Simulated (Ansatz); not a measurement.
Reaction (hydrogenolysis of a C–Si bond): `CC1([SiH3])BC1` + H₂ → `CC1BC1` + SiH₄

Computed with Ansatz on PBE0-D4/def2-TZVP structures; ΔE is electronic, products minus reactants. CBS: MP2 limit from def2 TZ/QZ plus the TZ coupled-cluster correction, frozen cores. This one scheme is used for every species.

`CC1([SiH3])BC1`:

```xyz
14

C    -0.543    1.466    0.341
C    -0.040    0.110   -0.122
Si   -0.529   -1.328    0.948
B     0.136   -0.217   -1.594
C     1.379   -0.010   -0.740
H    -1.634    1.492    0.391
H    -0.153    1.716    1.334
H    -0.228    2.262   -0.340
H    -0.079   -2.602    0.323
H    -2.006   -1.374    1.122
H     0.104   -1.221    2.294
H    -0.360   -0.384   -2.657
H     1.934    0.917   -0.877
H     2.019   -0.829   -0.422
```

H₂:

Cartesian coordinates in Å:
```
H 0.051 -0.265 -0.257
H -0.051 0.265 0.257
```

`CC1BC1`:

```xyz
11

C     0.596    0.128   -1.259
C     0.473    0.019    0.243
B    -0.551    0.818    1.044
C    -0.748   -0.683    0.865
H     0.934   -0.815   -1.700
H     1.304    0.910   -1.543
H    -0.364    0.375   -1.720
H     1.412   -0.206    0.746
H    -0.950    1.858    1.449
H    -0.577   -1.374    1.686
H    -1.529   -1.029    0.189
```

SiH₄:

```xyz
5

Si    0.000    0.000    0.000
H    -0.881   -0.736    0.942
H     0.305   -0.863   -1.169
H     1.263    0.367    0.688
H    -0.688    1.232   -0.461
```

```json
{"species": "`CC1([SiH3])BC1`", "CCSD(T)/CBS(def2) energy (Eh)": "-433.38817"}
{"species": "H₂", "CCSD(T)/CBS(def2) energy (Eh)": "-1.17544"}
{"species": "`CC1BC1`", "CCSD(T)/CBS(def2) energy (Eh)": "-143.10234"}
{"species": "SiH₄", "CCSD(T)/CBS(def2) energy (Eh)": "-291.46306"}
```

**Question.** Work out ΔE.

**Answer.** ΔE = (-143.10234) + (-291.46306) − (-433.38817) − (-1.17544) = -0.00179 Eh = -4.7 kJ/mol.

Largest T1 diagnostic among the species: 0.011.

In def2-TZVPP, CCSD(T) changes the Hartree–Fock value by +32.1 kJ/mol (the triples alone add +6.6 kJ/mol) and MP2 by +41.5 kJ/mol. The D4 term adds +15.2 kJ/mol with B3LYP and +8.4 kJ/mol with PBE0; it sums over pairs of atoms, weighted by their polarisabilities, and B3LYP, whose exchange is more repulsive, gets the larger term.

B3LYP here is the variant with VWN-RPA as its local correlation; programs differ in this.
